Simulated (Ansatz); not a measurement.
Basis-set series for B2H8N2, SMILES `[BH2-]1[NH2+][BH2-][NH2+]1`. The species carries charge 0 and has multiplicity 1. Geometry: relaxed with PBE0-D4/def2-TZVP.

Z-matrix (Å, degrees):
```
B
N 1 1.598
N 1 1.598 2 92.5
H 1 1.206 2 111.9 3 -114.8
H 1 1.206 2 111.8 3 114.7
B 2 1.598 1 87.5 3 -0.1
H 2 1.010 1 115.0 3 116.5
H 2 1.010 1 115.0 3 -116.7
H 3 1.010 1 115.0 2 116.7
H 3 1.010 1 115.0 2 -116.5
H 6 1.206 2 111.9 1 114.9
H 6 1.206 2 111.8 1 -114.6
```

```json
{"functional": "PBE0-D4", "basis": "def2-SVP", "functions": "96", "energy (Eh)": "-163.78797", "HOMO (eV)": "-7.96", "LUMO (eV)": "1.52"}
{"functional": "PBE0-D4", "basis": "def2-TZVPP", "functions": "236", "energy (Eh)": "-163.96980", "HOMO (eV)": "-8.02", "LUMO (eV)": "0.75"}
{"functional": "ωB97M-V", "basis": "def2-SVP", "functions": "96", "energy (Eh)": "-163.88993", "HOMO (eV)": "-10.26", "LUMO (eV)": "3.19"}
{"functional": "ωB97M-V", "basis": "def2-TZVPP", "functions": "236", "energy (Eh)": "-164.08183", "HOMO (eV)": "-10.36", "LUMO (eV)": "2.10"}
```

(1) Give the rows for def2-QZVPP. (An estimate is asked.)

Results:

(1) Ansatz gave: 
```
functional       basis  functions  energy (Eh)  HOMO (eV)  LUMO (eV)
   PBE0-D4  def2-QZVPP        468   -163.97959      -8.03       0.38
   ωB97M-V  def2-QZVPP        468   -164.09089     -10.37       1.47
```

Positive LUMOs are unbound and depend on the basis.
